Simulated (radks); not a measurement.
Problem. Valence configurations of Pm+ (all share [Xe]). Method: Dirac Kohn-Sham, PBE, spin-unpolarised, spherical densities, finite nucleus; open shells fill j = l - 1/2 first; Fermi nuclear charge, rms radius 4.962 fm; computed with a radial shooting solver on a logarithmic mesh with Libxc functionals. Order these by energy: 4f4 5d1 6s1; 4f4 6s1 6p1; 4f4.5 6s1.5; 4f3 6s1 6p2; 4f4 5d1 6p1; 4f5 6s1; 4f5.5 6s0.5; 4f3.5 6s1 6p1.5; 4f5 5d1; 4f5.5 5d0.5.

Solution. From the lowest, in eV above it: 4f5 6s1 0.000; 4f5.5 6s0.5 0.635; 4f4.5 6s1.5 0.680; 4f5 5d1 1.128; 4f5.5 5d0.5 1.370; 4f4 5d1 6s1 2.859; 4f4 5d1 6p1 5.916; 4f4 6s1 6p1 6.243; 4f3.5 6s1 6p1.5 12.339; 4f3 6s1 6p2 20.678. NIST lists [Xe] 4f5 6s1 as the ground configuration; this level of theory agrees among the configurations tried. The energies are those of spherical spin-averaged densities, not of single terms.
